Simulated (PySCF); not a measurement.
Electron correlation in F+ (fluorine, charge +1)

[He] 2s2 2p4, high-spin 3P determinant. Computed with PySCF 2.14 in x2c-TZVPall (5s3p2d1f, 31 functions), with the spin-free X2C one-electron Hamiltonian (Gaussian nucleus). Frozen: 1s2; 6 electrons correlated.

MP2 pair energies summed by pair of shells (mhartree):

```tsv
pair	energy	share (%)
2p-2p	-66.48	47.2
2s-2p	-64.69	45.9
2s-2s	-9.71	6.9
```

Total MP2 correlation energy: -140.88 mhartree.

Same-spin part -34.11 and opposite-spin part -106.77 mhartree; SCS-MP2 scales them by 1/3 and 6/5 to -139.50 mhartree.

| level | correlation energy (mhartree) |
| --- | --- |
| CCSD | -156.64 |
| (T) | -1.90 |
| CCSD(T) | -158.54 |

Diagnostics: T1 = 0.0041, D1 = 0.0077, largest double amplitude 0.028.

Cost of the coupled-cluster step: 0.36 s of wall time on 1 thread of Neoverse-V1 (shared host), for 6 correlated electrons.
